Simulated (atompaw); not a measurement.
argon (Ar): one change to a PAW (atompaw) potential, before and after

```json
{
 "Element": "argon",
 "Generator": "atompaw 4.2.0.5",
 "Type": "PAW",
 "Functional": "PBEsol",
 "Relativity": "scalar-relativistic",
 "Frozen core": "[Ne]",
 "Valence charge": "8",
 "Reference configuration": "3s2 3p6",
 "Partial waves": "3s (bound): rc 1.55 bohr; 3s channel at 3.6 Ry: rc 1.55 bohr; 3p (bound): rc 1.55 bohr; 3p channel at -0.05 Ry: rc 1.55 bohr",
 "Local potential": "vpsmatchnc scheme with l = 2 at 0.5 Ry, radius 1.50 bohr",
 "Core correction": "smooth core density matched at 1.35 bohr",
 "Augmentation charge": "gaussian compensation charge, radius 1.15 bohr; PAW radius 1.55 bohr; waves and projectors: custom rrkj vanderbiltortho"
}
```

Change: all radii scaled by about 1.24 (s 1.92, p 1.92 bohr); local potential vpsmatchnc scheme with l = 2 at 0.5 Ry, radius 1.86 bohr; augmentation gaussian compensation charge, radius 1.42 bohr; PAW radius 1.92 bohr; waves and projectors: custom rrkj vanderbiltortho; core correction smooth core density matched at 1.68 bohr.

Cutoffs: the cutoffs (Ry, on a coarse ladder) from which the occupation-weighted sum of valence levels, in a spherical-Bessel basis at the reference potential, stays within 10 and 1 mRy of its value at 400 Ry; they do not see the model core or the augmentation charge, which bear on the density cutoff.

Task: What does the change do?

Result: The potential gets softer (30 Ry and 35 Ry → 21 Ry and 30 Ry); neither file shows a bound ghost. A larger radius leaves more room for a smooth pseudo-wave, so fewer plane waves are needed.

| quantity | base | changed |
| --- | --- | --- |
| cutoff, loose | 30 Ry | 21 Ry |
| cutoff, tight | 35 Ry | 30 Ry |
| loose cutoff by channel (10 mRy a level) | s 10 Ry, p 21 Ry | s 10 Ry, p 15 Ry |
| bound ghosts | none | none |
| lowest overlap eigenvalue by channel | s 0.37, p 0.77 | s 0.36, p 0.73 |

 The cutoffs see the waves, projectors and local potential, not the compensation charge or the core.
